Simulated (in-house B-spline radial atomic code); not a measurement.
## Ionising the cerium ion Ce²⁺ with different functionals

Computed with a radial B-spline atomic code at the basis-set limit: four-component Dirac-Coulomb Hamiltonian, Fermi nucleus of rms radius 4.8771 fm, spin-restricted, spherical fractional occupations for the functionals, and exact exchange of hybrids averaged over the configuration. The ionisation energy is the difference of two self-consistent energies, [Xe] 4f2 → [Xe] 4f1, without Breit or QED terms; ε is the level of the shell that loses the electron (mean over j). The electron is taken from both j subshells in proportion to 2j + 1, so the result is a j average, not the step between ground levels.

| method | rung | ΔSCF (eV) | -ε(4f) (eV) |
| --- | --- | --- | --- |
| BHandHLYP | global hybrid | 19.26 | 16.83 |
| PBE0 | global hybrid | 19.96 | 14.92 |
| wB97X | range-separated hybrid | 19.83 | 17.32 |
| CAM-B3LYP | range-separated hybrid | 20.00 | 16.40 |

Problem. Among the functionals, which spreads more, the ΔSCF values or the orbital energies?

Solution. The orbital energies: ΔSCF values span about 0.74 eV and the orbital energies 2.40 eV.

Problem. How do they compare with the NIST value?

Solution. NIST lists 20.197 eV ± 0.0025 (semi-empirical, ground level to ground level). Errors run from -0.94 to -0.20 eV; CAM-B3LYP is closest (-0.20 eV), but part of that can be cancellation, since the calculations leave out Breit-QED terms, spin polarisation, the choice among j levels, multiplet and fine-structure energies.
